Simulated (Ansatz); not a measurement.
Born–Oppenheimer molecular dynamics of BBrFH$_{3}$ (6 atoms, charge 0, multiplicity 1). It starts at the highest image of a converged band, a first-order saddle point between two minima.

Level of theory: RKS B3LYP/def2-SVP (Ansatz).

- ensemble: NVE (velocity Verlet)
- time step: 0.5 fs
- steps asked: 200
- starting velocities drawn for: 100 K
- seed: 7466

First frame:

```xyz
6
Properties=species:S:1:pos:R:3
B 0.010 -0.174 0.040
F 0.007 0.126 1.549
H 1.063 0.108 -0.453
H -1.063 0.040 -0.444
Br 0.082 -2.335 0.560
H 0.045 -1.048 1.671
```

(1) How far do the bonds stretch over the last three quarters of this one trajectory? (Pairs bonded in most of those frames.)

Answers

(1) 
| bond | mean (Å) | spread (Å) | shortest | longest |
| --- | --- | --- | --- | --- |
| B1–F2 | 1.320 | 0.015 | 1.30 | 1.36 |
| B1–H3 | 1.210 | 0.013 | 1.19 | 1.23 |
| B1–H4 | 1.209 | 0.010 | 1.19 | 1.22 |
| Br5–H6 | 1.436 | 0.019 | 1.41 | 1.48 |

Mean temperature of the second half: 1727 K. The conserved energy stayed within 0.037 meV per atom of its start (net change 0.015 meV per atom), so the integration is sound. The kinetic energy rose, since the run started high on the potential surface and went downhill. It ends in pieces (BFH2 + BrH), so much of that is their flight and rotation, not heat. A run of 0.1 ps of so small a system gives no equilibrium averages. The orbitals stay closed-shell, which can raise the energy where a bond breaks towards radicals; this wasn't checked here.

Run time: 3.6 min on 2 threads of Arm Neoverse V2 (shared host), peak memory 0.17 GiB.
